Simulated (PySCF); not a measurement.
C3H3N2, SMILES [c]1ncc[nH]1, multiplicity 2. Coordinates come from a PBE-D3(BJ)/def2-SVP optimisation. The isomer is the one that the SMILES or the coordinates give; other isomers of the formula were not compared.

Calculation: PBE-D3(BJ)/def2-SVP (PySCF).

Harmonic wavenumbers (cm⁻¹): 476, 600, 617, 714, 766, 820, 907, 1038, 1056, 1141, 1173, 1313, 1368, 1490, 1602, 3179, 3204, 3573. Rotational constants (GHz): 10.66, 9.377, 4.988; symmetry number 1.

**Question.** Work out the zero-point energy and the ideal-gas rigid-rotor harmonic-oscillator thermochemistry at 298.15 K and 1 atm.

**Answer.** ZPE = ½ Σ hcν = ½ × 25036 cm⁻¹ = 149.75 kJ/mol. H − E(el) = 162.30 kJ/mol. Entropy in J/(mol K): translation 161.20, rotation 100.34, vibration 11.58, spin 5.76, total 278.88. G − E(el) = 79.15 kJ/mol. Cp = 64.51 J/(mol K).
